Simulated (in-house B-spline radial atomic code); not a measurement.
Levels of two electrons outside the [He] 2s2 core along the 6-electron series, above the ground level 2p2 J0; labels give the leading configuration and J, and a prime marks the next level of the same label. Computed with an all-electron radial atomic-structure program (B-spline basis): configuration interaction with many-body perturbation theory for the core, Breit and QED.

| ion | Z | first ionisation energy (eV) | excitation of 2p2 J1 (eV) | core correlation Breit and QED part of 2p2 J1 (eV) | excitation of 2p2 J2' (eV) | core correlation Breit and QED part of 2p2 J2' (eV) | excitation of 2p2 J2 (eV) | core correlation Breit and QED part of 2p2 J2 (eV) |
| --- | --- | --- | --- | --- | --- | --- | --- | --- |
| Al7+ | 13 | 285.1 | 0.21091 | -0.011915 | 5.7252 | -0.12176 | 0.54771 | -0.058797 |
| Si8+ | 14 | 351.7 | 0.31322 | -0.0162 | 6.4958 | -0.13607 | 0.79545 | -0.078087 |
| P9+ | 15 | 425.1 | 0.45267 | -0.021381 | 7.3354 | -0.15399 | 1.1197 | -0.10094 |
| S10+ | 16 | 505.3 | 0.63942 | -0.027581 | 8.2628 | -0.17605 | 1.5347 | -0.12763 |
| Cl11+ | 17 | 592.5 | 0.88609 | -0.03459 | 9.3013 | -0.20248 | 2.0567 | -0.15766 |
| Ar12+ | 18 | ? | ? | ? | ? | ? | ? | ? |
| K13+ | 19 | ? | ? | ? | ? | ? | ? | ? |
| Ca14+ | 20 | 895.4 | 2.1442 | -0.060857 | 13.402 | -0.31713 | 4.4315 | -0.26703 |

Question: Fill in the row of Ar12+.

Answer: first ionisation energy (eV): 686.6; excitation of 2p2 J1 (eV): 1.2073; core correlation Breit and QED part of 2p2 J1 (eV): -0.042468; excitation of 2p2 J2' (eV): 10.481; core correlation Breit and QED part of 2p2 J2' (eV): -0.23434; excitation of 2p2 J2 (eV): 2.7021; core correlation Breit and QED part of 2p2 J2 (eV): -0.19108.

Question: Fill in the row of K13+.

Answer: first ionisation energy (eV): 787.5; excitation of 2p2 J1 (eV): 1.62; core correlation Breit and QED part of 2p2 J1 (eV): -0.051349; excitation of 2p2 J2' (eV): 11.833; core correlation Breit and QED part of 2p2 J2' (eV): -0.27248; excitation of 2p2 J2 (eV): 3.4877; core correlation Breit and QED part of 2p2 J2 (eV): -0.22787.
